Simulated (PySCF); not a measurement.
Here is a computed PBE0-D3(BJ)/def2-SVP geometry (Å):
```
atom  x, y, z in Å
C1    -1.793    2.554   -1.276
C2    -2.072    1.441   -0.872
C3    -2.425    0.152   -0.410
C4    -1.564   -0.719    0.166
C5    -1.725   -2.118    0.723
C6    -0.214   -2.084    1.083
C7    -0.144   -0.695    0.502
C8     0.828    0.238    0.339
C9     2.215    0.106    0.732
C10    3.076    1.296    0.417
S11    2.851   -1.229    1.458
H12   -1.548    3.537   -1.633
H13   -3.471   -0.149   -0.535
H14   -2.411   -2.195    1.581
H15   -2.012   -2.877   -0.021
H16    0.431   -2.816    0.572
H17    0.037   -2.134    2.154
H18    0.534    1.180   -0.136
H19    2.630    2.216    0.831
H20    3.131    1.436   -0.676
H21    4.090    1.167    0.813
```

Charge 0, singlet.

(1) Which heavy atoms are bonded, and with what formal order?

(2) Give the structure as a SMILES string.

(3) Which rings does it hold (smallest set)?

(4) Classify the heavy atoms.

(5) What is the arrangement about C9?

(6) What is the arrangement about C2?

## Answers

(1) C1–C2 1.22 Å (triple); C2–C3 1.41 Å (single); C3–C4 1.35 Å (double); C4–C5 1.52 Å (single); C5–C6 1.55 Å (single); C6–C7 1.51 Å (single); C7–C8 1.36 Å (double); C8–C9 1.45 Å (single); C9–C10 1.50 Å (single); C9–S11 1.65 Å (double); C4–C7 1.46 Å (single). Bonds to hydrogen (Å): C1–H12 1.07; C3–H13 1.10; C5–H14 1.10; C5–H15 1.10; C6–H16 1.10; C6–H17 1.10; C8–H18 1.09; C10–H19 1.10; C10–H20 1.10; C10–H21 1.10. The orders are those of one drawing; other resonance forms can be drawn.

(2) `C#C/C=C1/CC/C1=C\C(C)=S`, C10H10S. Among its features: alkyne, C=C double bond, thiocarbonyl and cyclobutane ring.

(3) C4–C5–C6–C7 (4 members, 0.00 Å rms from planarity).

(4) C1: terminal alkyne carbon; C2: alkyne carbon; C3: alkene CH carbon; C4: fully substituted alkene carbon; C5: allylic carbon; C6: allylic carbon; C7: fully substituted alkene carbon; C8: alkene CH carbon; C9: thiocarbonyl carbon; C10: methyl carbon; S11: thiocarbonyl sulfur.

(5) It has 3 neighbours (C8, C10, S11) and is planar (angles 124.3°, 120.8° and 114.8°, sum 360.0°, 0.00 Å off the plane of its three neighbours).

(6) It has 2 neighbours (C1, C3) and is linear (angle 178.8°).
